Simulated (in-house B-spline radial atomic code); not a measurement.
RPA and G0W0 on PBE0: Cd2+

Configuration [Kr] 4d10, mean-field start PBE0. Computed with an all-electron radial atomic-structure program (B-spline basis): all electrons, scalar-relativistic (spin-free one-electron X2C), finite nucleus, each spin shell either full or empty, empty states to l = 9 with an (l + 1/2)⁻⁴ tail; G0W0 by contour deformation at full frequency.

Command:
```bash
python run_gw.py task.json out
```
Settings (radii: box in bohr, nucleus in fm):
```
Z                        48
electrons                46
configuration            [Kr] 4d10
hamiltonian              x2c
method                   pbe0
lmax                     9
rms_radius               4.6087
spin_polarised           False
box_radius               17.55
intervals                69
```

Run time, properties included: 1.9 s on 1 thread of AMD EPYC 9R45 96-Core Processor (shared host).

Energies (hartree):

```
                                     term        value
                         mean-field total  -5592.75592
Hartree-Fock functional on these orbitals  -5590.53387
                      direct second order      -4.0122
                    second-order exchange       1.1146
                         SOSEX correction       1.0397
```

(1) What is the RPA correlation energy, and what remains with SOSEX?

Quasi-particle levels (eV):

```json
{"level": "4d", "occupied": "yes", "mean field": "-32.61", "Σx - vxc": "-5.65", "Σc": "?", "QP weight": "?", "G0W0": "?"}
{"level": "5s", "occupied": "no", "mean field": "-19.854", "Σx - vxc": "4.59", "Σc": "-1.84", "QP weight": "0.969", "G0W0": "-17.107"}
```

G0W0 = mean field + (Σx - vxc) + Σc, with Σc (partial-wave tail included) taken at the quasi-particle energy. Only the outer levels were computed. Levels of low weight are left out.

(2) Where does G0W0 put 4d?

## Answers

(1) RPA gives -3.5368 hartree (-2.09 eV per electron); RPA + SOSEX gives -2.4971, and the second-order doubles -2.8976 hartree (no singles). RPA lacks exchange-type terms and so overcorrelates at short range.

(2) At -37.91 eV, with Σc = 0.35 eV and a quasi-particle weight of 0.925. The tabulated removal energy is 37.468 ± 0.006 eV (NIST, measured); the calculation leaves out spin-orbit coupling, Breit and QED terms, and what these don't explain is the method's own error.
